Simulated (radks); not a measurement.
The numbers below are computed, except where a source is named.
All-electron atom: the argon ion Ar+ in [Ne] 3s2 3p5. Code: a radial shooting solver on a logarithmic mesh with Libxc functionals. Model: Dirac Kohn-Sham, Slater X-alpha with alpha = 0.925, spin-unpolarised, spherical densities, point nucleus; open shells fill j = l - 1/2 first.

Normalised radial functions P(r) = r R(r) (large component), r in bohr:

```
   r/bohr * 3p1/2, o 3p3/2 (the largest magnitude, 0.876, reaches the edge; | marks zero, & curves that meet)
 0.003556                             &
 0.004009                             &
 0.004521                             &
 0.005097                             &
 0.005701                             &
 0.006428                             &
 0.007247                             &
 0.008171                             &
 0.009213                             &
  0.01039                             &
  0.01171                             &
  0.01321                             &
  0.01489                             &
  0.01679                             &
  0.01878                             |&
  0.02117                             |&
  0.02387                             |&
  0.02691                             |&
  0.03035                             |&
  0.03421                             | &
  0.03858                             | &
  0.04349                             | &
  0.04904                             |  &
  0.05529                             |   &
  0.06234                             |   &
  0.06973                             |    &
  0.07862                             |     &
  0.08864                             |      &
  0.09995                             |       &
   0.1127                             |        &
   0.1271                             |         &
   0.1433                             |          &
   0.1615                             |           &
   0.1821                             |            &
   0.2053                             |            &
   0.2297                             |            &
    0.259                             |            &
    0.292                             |           &
   0.3292                             |         &
   0.3712                             |      &
   0.4185                             |   &
   0.4718                             &
    0.532                         &   |
   0.5998                    &        |
   0.6763                &            |
   0.7625           &                 |
   0.8529        &                    |
   0.9616     &                       |
    1.084   &                         |
    1.222  &                          |
    1.378   &                         |
    1.554    &                        |
    1.752       &                     |
    1.976          &                  |
    2.228              &              |
    2.511                 o*          |
    2.809                    o*       |
    3.167                       &     |
    3.571                         &   |
    4.026                           & |
     4.54                            &|
    5.119                            &|
```

3p1/2: eigenvalue -25.149 eV, 1 radial node at r = 0.476 bohr, <r> = 1.49 bohr, 90 % of the charge inside 2.30 bohr. 3p3/2: eigenvalue -24.929 eV, 1 radial node at r = 0.478 bohr, <r> = 1.49 bohr, 90 % of the charge inside 2.31 bohr.
